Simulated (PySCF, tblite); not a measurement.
A set of runs on `F/C=C(\[SiH3])Br`; the geometry of each is named by its level. Settings lines and outputs come from a driver script.

Compound: C2H4BrFSi.
SMILES with atom numbers: `[F:1]/[CH:2]=[C:3](\[SiH3:4])[Br:5]` (hydrogens: H6 on C2; H7, H8, H9 on Si4)

Step 1: GFN2-xTB geometry optimisation, gas phase (tblite 0.8.0) (from a force-field or distance-geometry start)
```json
{"job": {"kind": "relax", "xc": "GFN2-xTB", "basis": "xTB"}, "charge": 0, "multiplicity": 1}
```
```
step      E/eV     max force
  0    -457.89202    2.165
  1    -457.95965    0.986
  2    -457.99022    0.396
...
 54    -458.02237    0.018
 55    -458.02242    0.015
 56    -458.02245    0.014
 57    -458.02246    0.011
 58    -458.02246    0.006
```

Energy lowered by 3.0 kcal/mol over 58 steps; largest atomic force 0.006 eV/Å at the end. «max force» is the largest atomic force in eV/Å.

The run took 0.47 s on one thread of an Arm Neoverse N1, shared host with 64 logical CPUs at a one-minute load of 60.

Step 2: GFN2-xTB harmonic vibrations, gas phase (tblite 0.8.0) (on the GFN2-xTB geometry)
```json
{"job": {"kind": "ir", "xc": "GFN2-xTB", "basis": "xTB"}, "charge": 0, "multiplicity": 1}
```
```
(table of modes left out)
```

21 modes from 71 to 3054 cm⁻¹ (unscaled, harmonic); zero-point energy 29.9 kcal/mol; all wavenumbers are real at this level.

On Arm Neoverse N1, one thread, shared host, this took 0.34 s of wall time.

Step 3: TDDFT B3LYP/def2-SVPD, vertical, gas phase, core orbitals frozen in the response (PySCF 2.14.0, density-fitted response routines) (on the GFN2-xTB geometry)
```json
{"job": {"kind": "uv", "xc": "B3LYP", "basis": "def2-SVPD", "nstates": 8, "ntriplets": 3}, "charge": 0, "multiplicity": 1}
```
```
...
Static polarisability (au): isotropic 74.602, principal 56.256 80.300 87.250
Singlet excitations
state   eV       nm        f      main configurations
  1   5.1352    241.4   0.00102   H->L+1 0.99
  2   5.8797    210.9   0.13199   H->L 0.92
  3   6.0833    203.8   0.00010   H-1->L 0.99
  4   6.1283    202.3   0.01508   H-1->L+1 0.97
  5   6.4884    191.1   0.00831   H->L+2 0.93
  6   6.6417    186.7   0.00194   H->L+3 0.91
  7   7.1821    172.6   0.00218   H->L+4 0.93
  8   7.2699    170.5   0.00095   H-2->L+1 0.90
Triplet excitations (Tamm-Dancoff, eV): 3.9682 4.6511 5.4802
```

HOMO -7.19 eV, LUMO -0.93 eV; lowest singlet 5.14 eV; lowest triplet 3.97 eV (Tamm–Dancoff); mean polarisability 74.6 au.

Time: 33 s wall; peak memory 0.65 GiB. Hardware: an Arm Neoverse N1 with one thread, shared host.

Step 4: delta-SCF UKS SCAN, pcX-2 on the ionised atom, pcseg-1 elsewhere, spin-free X2C (PySCF 2.14.0) (on the GFN2-xTB geometry)
```json
{"job": {"kind": "xps"}, "charge": 0, "multiplicity": 1}
```
```
...
ground state, core basis on atom 0 (F), 138 functions
  E(ground) = -3067.34682273 Eh
hole in F 1s of atom 0
  E(ion) = -3041.87311724 Eh   <S^2> = 0.7584   hole on atom = 1.000   binding energy = 693.175 eV
ground state, core basis on atom 1 (C), 138 functions
  E(ground) = -3067.30524367 Eh
hole in C 1s of atom 1
  E(ion) = -3056.54109203 Eh   <S^2> = 0.8034   hole on atom = 1.000   binding energy = 292.907 eV
ground state, core basis on atom 2 (C), 138 functions
  E(ground) = -3067.30541559 Eh
hole in C 1s of atom 2
  E(ion) = -3056.59892064 Eh   <S^2> = 0.8087   hole on atom = 1.000   binding energy = 291.339 eV
ground state, core basis on atom 3 (Si), 149 functions
  E(ground) = -3067.35149301 Eh
hole in Si 1s of atom 3
  E(ion) = -2999.47941356 Eh   <S^2> = 0.7523   hole on atom = 1.000   binding energy = 1846.893 eV
hole in Si 2p of atom 3
  E(ion) = -3063.40595314 Eh   <S^2> = 0.7525   hole on atom = 1.002   binding energy = 107.364 eV
  2p3/2 = 107.139 eV   2p1/2 = 107.763 eV
```

F1s of F1 693.17 eV; C1s of C2 292.91 eV; C1s of C3 291.34 eV; Si1s of Si4 1846.89 eV; Si2p of Si4 107.35 eV (mean of the 2p shell). SCF cycles are left out; they run on a coarse grid, and E(ground) and E(ion) are re-evaluated on a finer one. For a 2p shell the printed binding energy is that of one 2p hole without spin–orbit coupling; the 2p3/2 and 2p1/2 values follow from a further step that adds the ground-state splitting of the three 2p orbitals and a mean-field spin–orbit operator, and the shell mean corrects the one hole to the average of the three. The log counts atoms from 0, this text from 1.

Hardware: one thread, Arm Neoverse N1 (aarch64), no GPU (shared host). Cost: 62 s of wall time, 0.50 GiB resident at most.

Geometry of the electronic-property runs (GFN2-xTB):
```
atom  x, y, z in Å
F1     1.254   -1.768   -0.291
C2     1.487   -0.454   -0.145
C3     0.486    0.394    0.017
Si4   -1.373    0.006    0.079
Br5    0.949    2.228    0.210
H6     2.544   -0.222   -0.178
H7    -1.522   -1.435   -0.078
H8    -1.975    0.765   -1.017
H9    -1.837    0.492    1.377
```

 (This holds for the electronic-property runs.)
